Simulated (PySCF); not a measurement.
# How methods differ on the ionisation energy of Ce⁴⁵⁺

Ce⁴⁵⁺ [Ne] 3s2 3p1 [3p1/2^1, M_J = 1/2] → Ce⁴⁶⁺ [Ne] 3s2, as a difference of total energies. Computed with PySCF 2.14 in an even-tempered Gaussian basis (18 s from 11 bohr⁻², ratio 2.4; 14 p from 14 bohr⁻², ratio 2.4; 4 d from 47 bohr⁻², ratio 2.6; 4 f from 71 bohr⁻², ratio 2.6), with the two-component X2C-1e Hamiltonian. Correlated levels: 1s2 frozen; the 54 highest virtual spinors dropped. "Screened" scales the spin-orbit matrix elements by Boettger's factors to mimic the two-electron term; Breit and QED terms are absent.

```tsv
method	ionisation energy (eV)
GHF (spin-free)	3593.8
GMP2 (spin-free)	3594.3
GHF (screened spin-orbit)	3675.6
GMP2 (screened spin-orbit)	3675.8
```

Breit and QED terms and the two-electron picture change are absent.

The spin-free rows lack the spin-orbit shift.

For comparison: 3672 ± 4 eV (theoretical estimate listed by NIST; NIST Atomic Spectra Database, ionization energies).
